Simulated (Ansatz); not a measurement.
Wavefunction ladder for F2H4Si2 (`F[SiH2][SiH2]F`)

```xyz
8

F     1.428   -1.756    0.015
Si    0.217   -0.935    0.681
Si   -0.216    0.936   -0.681
F    -1.444    1.742   -0.029
H    -0.961   -1.837    0.767
H     0.628   -0.537    2.052
H     0.952    1.850   -0.748
H    -0.604    0.536   -2.057
```

Charge 0, multiplicity 1. The structure was optimised at the PBE0-D4/def2-TZVP level. It is one conformer, not always the lowest. Frozen core, restricted reference, Ansatz. CBS rows extrapolate triple and quadruple zeta.

| basis | HF (Eh) | MP2 corr. |
| --- | --- | --- |
| def2-TZVPP | -779.30586 | -0.74173 |
| def2-QZVPP | -779.33429 | -0.81019 |

Task: Estimate the CCSD correlation energy and the (T) correction in each basis where they were run (hartree).

Result: 
```csv
basis,CCSD corr.,(T)
def2-TZVPP,-0.77714,-0.02228
def2-QZVPP,-0.83832,-0.02661
CBS(def2),-0.88365,-0.02981
```
